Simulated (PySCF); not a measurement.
`CCOC(=O)C(F)(F)F`. Computed geometry: GFN2-xTB, gas phase.

```
atom  x, y, z in Å
C1    -1.9954   -0.5249    0.6819
C2    -1.2264    0.7273    0.2932
O3     0.1711    0.6053    0.6173
C4     0.9276   -0.0608   -0.2207
O5     0.6143   -0.5823   -1.2487
C6     2.3950   -0.0566    0.3087
F7     3.1448   -0.9576   -0.3207
F8     2.9591    1.1437    0.1211
F9     2.4529   -0.3232    1.6173
H10   -3.0533   -0.3667    0.4944
H11   -1.8521   -0.7446    1.7368
H12   -1.6582   -1.3741    0.0928
H13   -1.3194    0.9198   -0.7797
H14   -1.5608    1.5944    0.8643
```

Task: Which two atoms are farthest apart?

Result: F7···H10, 6.28 Å; the next longest distance is 6.21 Å.

Task: Work out the bond lengths C1–H10, C2–O3, C2–H14, O3–C4, C4–C6 in bohr.

Result: For C1–H10 the difference vector is (-1.0579, 0.1582, -0.1875) Å, of length 1.0860 Å. 1 bohr = 0.529177 Å. C1–H10 2.052; C2–O3 2.721; C2–H14 2.061; O3–C4 2.477; C4–C6 2.948 bohr.

Task: Give the dihedral angles O3–C4–C6–F9, O3–C4–C6–F7, H12–C1–C2–H14.

Result: O3–C4–C6–F9 45° (synclinal); O3–C4–C6–F7 166° (antiperiplanar); H12–C1–C2–H14 179° (antiperiplanar). Dihedral signs follow IUPAC: positive where, seen along the central bond, the front bond turns clockwise onto the rear one.

Task: How far apart are these pairs, which share no bond: C1···F7, C4···F7, F7···F8, F7···F9, F8···H14, H10···H14?

Result: C1···F7 5.255 Å (5 bonds apart); C4···F7 2.394 Å (2 bonds apart); F7···F8 2.155 Å (2 bonds apart); F7···F9 2.153 Å (2 bonds apart); F8···H14 4.603 Å (5 bonds apart); H10···H14 2.492 Å (3 bonds apart).

Task: Write the matrix of distances between heavy atoms (Å, lower triangle).

Result: 
```
C1    0.000
C2    1.520  0.000
O3    2.444  1.440  0.000
C4    3.094  2.351  1.311  0.000
O5    3.247  2.735  2.256  1.195  0.000
C6    4.431  3.705  2.341  1.560  2.423  0.000
F7    5.255  4.725  3.488  2.394  2.721  1.330  0.000
F8    5.258  4.210  2.883  2.386  3.218  1.339  2.155  0.000
F9    4.550  4.049  2.659  2.403  3.415  1.337  2.153  2.156  0.000
```

GFN2-xTB frequencies: not computed here. One conformer, not necessarily the lowest.
